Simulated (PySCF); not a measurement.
**TeNBr₃: from structure and modes to constants**

Computed with PySCF, B3LYP, basis Te def2-SVP with ECP28, N def2-SVP, Br def2-SVP (scalar-relativistic core potentials, no spin–orbit coupling, density fitting).

The singlet minimum has C3v symmetry. Masses (u): Te 129.90622, N 14.00307, Br 78.91834.

```xyz
5
charge 0 multiplicity 1, angstrom
Te    0.0000   -0.6284   -0.4445
N     0.0000   -2.1120   -1.4940
Br    1.9201   -0.1705    1.2373
Br   -1.9201   -0.1705    1.2373
Br    0.0000    1.7501   -1.4778
```

Harmonic wavenumbers (cm⁻¹): 68.0 (e, ×2), 96.0 (a1, ×1), 141.6 (e, ×2), 213.5 (a1, ×1), 217.6 (e, ×2), 897.7 (a1, ×1).

(1) Find the principal moments of inertia and the rotational constants. What kind of rotor is it?

(2) What is the harmonic zero-point energy?

(3) Give the standard entropy (298.15 K, 1 bar) by its translational, rotational, vibrational and spin parts, and Cp.

## Answers

(1) About the centre of mass I = 830.95, 830.95, 1163.8 u Å². With B = 16.8576/I this gives 0.02029, 0.02029, 0.01448 cm⁻¹. The molecule is an oblate symmetric top.

(2) Half the sum of all 9 wavenumbers, 2062/2 = 1031 cm⁻¹, which is 12.3 kJ/mol (1 cm⁻¹ = 0.0119627 kJ/mol).

(3) Sackur–Tetrode with M = 380.66 u gives 183.0; rotation with symmetry number 3 gives 124.6; vibration 98.9; spin R ln 1 = 0.0. The total is 406.5 J/(mol K), and Cp = 4 R + 65.5 = 98.8 J/(mol K).

Only a few start shapes were tried, so a lower isomer may exist.
